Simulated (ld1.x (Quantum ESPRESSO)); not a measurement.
Transferability test, TM potential for As (Z = 33)

As, norm-conserving Troullier–Martins (Kleinman–Bylander form), made with ld1.x (Quantum ESPRESSO) 7.5 (BLYP, scalar-relativistic). Core [Ar], reference 3d10 4s2 4p3. Waves: 4s (bound): rc 1.70 bohr; 3d (bound): rc 0.90 bohr; 4p (bound): rc 1.55 bohr. Local part: the p channel. Core correction: none.

Energies are relative to the spin-unpolarised reference configuration 3d10 4s2 4p3; without spin polarisation the order of configurations can differ from experiment.

| valence configuration | charge | ΔE all-electron (eV) | error AE − PS (meV) |
| --- | --- | --- | --- |
| 3d10 4s2 4p2 | +1 | 9.031 | +0.5 |
| 3d10 4s2 4p1 | +2 | 26.887 | +5.0 |
| 3d9 4s2 4p3 | +1 | 50.697 | -1007 |
| 3d10 4s2 4p3.3 | -0.3 | -1.195 | +0.3 |
| 3d10 4s0 4p5 | 0 | 19.200 | +2.2 |

Problem. What are ΔE and the potential's error for 3d10 4s1 4p0?

Solution. ΔE = 105.479 eV all-electron; the error (AE − PS) is +72 meV.

Problem. What are ΔE and the potential's error for 3d10 4s2 4p0?

Solution. ΔE = 54.641 eV all-electron; the error (AE − PS) is +13 meV.

ld1.x printed “convergence not achieved” for 6 of the counted tests; their residual had stalled under 1e-8, short of the target of 1e-14.
